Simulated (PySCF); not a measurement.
**Electron correlation in Sn (tin, neutral)**

[Kr] 4d10 5s1 5p2 5d1, one real determinant (an excited configuration). Calculation: PySCF 2.14, in aug-cc-pwCVDZ-PP with ECP28MDF (6s5p4d1f, 48 functions); scalar relativity through the core potential. Frozen: 4s2 4p6 4d10; 4 electrons correlated.

```
  level  correlation energy (mhartree)
   CCSD                         -23.63
    (T)                          -2.17
CCSD(T)                         -25.80
```

Diagnostics: T1 = 0.017, D1 = 0.0429, largest double amplitude 0.421.

The real determinant used has ⟨L²⟩ near 8 against 12 for a pure F term, so it mixes terms. The outer electron is Rydberg-like, and this basis confines it to a smaller radius and binds it less than a complete one would. A double-excitation amplitude exceeds 0.15, a sign of near-degeneracy.

Cost of the coupled-cluster step: roughly 0.7 core-seconds, for 4 correlated electrons.

The reference is one real determinant that mixes LS terms of this configuration.
